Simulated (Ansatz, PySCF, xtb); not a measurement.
Pair of molecules: SiH4 (SMILES [SiH4]) (first 5 atoms) with Si2H6 (SMILES [SiH3][SiH3]); geometry from B3LYP-D3(BJ)/def2-TZVP.
(charge 0, multiplicity 1):
```
atom    x (Å)    y (Å)    z (Å)
----  -------  -------  -------
Si    -0.0956   0.1107  -0.1592
H     -0.2077  -1.1479   0.6113
H     -1.4479   0.5939  -0.5160
H      0.6863  -0.1350  -1.3923
H      0.5919   1.1291   0.6652
Si     0.9047  -0.8834   3.8038
Si    -0.7820   0.7455   3.7819
H      0.3169  -2.2326   3.6224
H      1.6140  -0.8468   5.1065
H      1.8905  -0.6434   2.7240
H     -1.6272   0.6202   2.5702
H     -0.1892   2.1043   3.8057
H     -1.6511   0.5854   4.9737
```

Counterpoise-corrected where a basis set is named; no monomer relaxation. Rows marked so take none.

Rows in 3-21G carry no dispersion term and start afresh at each structure.

Programs: Ansatz (a first-principles code); PySCF for 3-21G rows; xtb for the GFN methods. Values without a source in brackets are computed.

### Question
One of these levels gives -0.4 kJ/mol for the interaction energy. Name it.
A. HF/3-21G (no counterpoise)
B. SVWN5/def2-TZVPPD
C. GFN2-xTB
D. BLYP/def2-TZVPPD

### Answer
A, HF/3-21G (no counterpoise). The others give -6.9 (GFN2-xTB), -11.7 (SVWN5/def2-TZVPPD), 7.9 (BLYP/def2-TZVPPD)
